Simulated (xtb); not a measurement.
xtb input (GFN1-xTB):

```bash
xtb mol.xyz --gfn 1 --sp --chrg 0 --uhf 0
```
mol.xyz:
```
2

Br    -0.00000000    -0.00000000    -0.03957855
H      0.00000000     0.00000000     1.38524928
```

Output:

```
           -------------------------------------------------
          |                Calculation Setup                |
           -------------------------------------------------

           -------------------------------------------------
          |                 G F N 1 - x T B                 |
           -------------------------------------------------

        Reference                      10.1021/acs.jctc.7b00118
      * Hamiltonian:
        H0-scaling (s, p, d)           1.850000    2.250000    2.000000
        zeta-weighting                 0.000000
      * Dispersion:
        s8                             2.400000
        a1                             0.630000
        a2                             5.000000
        s9                             0.000000
      * Repulsion:
        kExp                           1.500000
        rExp                           1.000000
      * Coulomb:
        alpha                          2.000000
        third order                    atomic
        anisotropic                    false
      * Halogen bond correction:
        rad-scale                      1.300000
        damping                        0.440000

          ...................................................
          :                      SETUP                      :
          :.................................................:
          :  # basis functions                  12          :
          :  # atomic orbitals                  11          :
          :  # shells                            5          :
          :  # electrons                         8          :
          :  # halogen bonds                     0          :
          :  max. iterations                   250          :
          :  Hamiltonian                  GFN1-xTB          :
          :  restarted?                      false          :
          :  GBSA solvation                  false          :
          :  PC potential                    false          :
          :  electronic temp.          300.0000000     K    :
          :  accuracy                    1.0000000          :
          :  -> integral cutoff          0.2500000E+02      :
          :  -> integral neglect         0.1000000E-07      :
          :  -> SCF convergence          0.1000000E-05 Eh   :
          :  -> wf. convergence          0.2000000E-04 e    :
          :  Broyden damping             0.4000000          :
          :  net charge                          0          :
          :  unpaired electrons                  0          :
          ...................................................

 iter      E             dE          RMSdq      gap      omega  full diag
   1     -4.4296051 -0.442961E+01  0.106E+00    6.31       0.0  T
   2     -4.4303297 -0.724591E-03  0.727E-01    6.40       1.0  T
   3     -4.4303313 -0.163334E-05  0.316E-01    6.40       1.0  T
   4     -4.4303316 -0.272809E-06  0.192E-04    6.40     368.8  T
   5     -4.4303316 -0.673150E-10  0.307E-05    6.40    2299.6  T

   *** convergence criteria satisfied after 5 iterations ***

         #    Occupation            Energy/Eh            Energy/eV
      -------------------------------------------------------------
         1        2.0000           -0.7021048             -19.1052
         2        2.0000           -0.5220265             -14.2051
         3        2.0000           -0.4324541             -11.7677
         4        2.0000           -0.4324541             -11.7677 (HOMO)
         5                         -0.1973158              -5.3692 (LUMO)
         6                         -0.0947704              -2.5788
         7                         -0.0837076              -2.2778
         8                         -0.0837076              -2.2778
         9                         -0.0837076              -2.2778
       ...                                ...                  ...
        11                          0.5879729              15.9996
      -------------------------------------------------------------
                  HL-Gap            0.2351382 Eh            6.3984 eV
             Fermi-level           -0.3148849 Eh           -8.5685 eV

 SCC (total)                   0 d,  0 h,  0 min,  0.001 sec
 SCC setup                      ...        0 min,  0.000 sec (  5.403%)
 Dispersion                     ...        0 min,  0.000 sec (  2.314%)
 classical contributions        ...        0 min,  0.000 sec (  1.453%)
 integral evaluation            ...        0 min,  0.000 sec ( 23.350%)
 iterations                     ...        0 min,  0.001 sec ( 48.448%)
 molecular gradient             ...        0 min,  0.000 sec ( 11.537%)
 printout                       ...        0 min,  0.000 sec (  7.028%)

         :::::::::::::::::::::::::::::::::::::::::::::::::::::
         ::                     SUMMARY                     ::
         :::::::::::::::::::::::::::::::::::::::::::::::::::::
         :: total energy              -4.417930945487 Eh    ::
         :: gradient norm              0.007592302870 Eh/a0 ::
         :: HOMO-LUMO gap              6.398436792445 eV    ::
         ::.................................................::
         :: SCC energy                -4.430331620130 Eh    ::
         :: -> electrostatic           0.003450571670 Eh    ::
         :: repulsion energy           0.012536439052 Eh    ::
         :: dispersion energy         -0.000135764408 Eh    ::
         :: halogen bond corr.         0.000000000000 Eh    ::
         :: add. restraining           0.000000000000 Eh    ::
         :: total charge               0.000000000000 e     ::
         :::::::::::::::::::::::::::::::::::::::::::::::::::::

           -------------------------------------------------
          |                Property Printout                |
           -------------------------------------------------

    * Orbital Energies and Occupations

         #    Occupation            Energy/Eh            Energy/eV
      -------------------------------------------------------------
         1        2.0000           -0.7021048             -19.1052
         2        2.0000           -0.5220265             -14.2051
         3        2.0000           -0.4324541             -11.7677
         4        2.0000           -0.4324541             -11.7677 (HOMO)
         5                         -0.1973158              -5.3692 (LUMO)
         6                         -0.0947704              -2.5788
         7                         -0.0837076              -2.2778
         8                         -0.0837076              -2.2778
         9                         -0.0837076              -2.2778
        10                         -0.0837076              -2.2778
        11                          0.5879729              15.9996
      -------------------------------------------------------------
                  HL-Gap            0.2351382 Eh            6.3984 eV
             Fermi-level           -0.3148849 Eh           -8.5685 eV

  Mulliken/CM5 charges         n(s)   n(p)   n(d)
     1Br   -0.12527 -0.16862   1.922  5.207 -0.004
     2H     0.12527  0.16862   0.875  0.000  0.000

Wiberg/Mayer (AO) data.
largest (>0.10) Wiberg bond orders for each atom

 ---------------------------------------------------------------------------
     #   Z sym  total        # sym  WBO       # sym  WBO       # sym  WBO
 ---------------------------------------------------------------------------
     1  35 Br   0.994 --     2 H    0.994
     2   1 H    0.994 --     1 Br   0.994
 ---------------------------------------------------------------------------

Topologies differ in total number of bonds
Writing topology from bond orders to xtbtopo.mol

 dipole moment from electron density (au)
     X       Y       Z
   0.0000   0.0000   0.5209  total (Debye):    1.324
Note: The following floating-point exceptions are signalling: IEEE_DENORMAL
normal termination of xtb

           -------------------------------------------------
          | TOTAL ENERGY               -4.417930945487 Eh   |
          | GRADIENT NORM               0.007592302870 Eh/α |
          | HOMO-LUMO GAP               6.398436792445 eV   |
           -------------------------------------------------

------------------------------------------------------------------------
------------------------------------------------------------------------
 total:
 SCF:
```
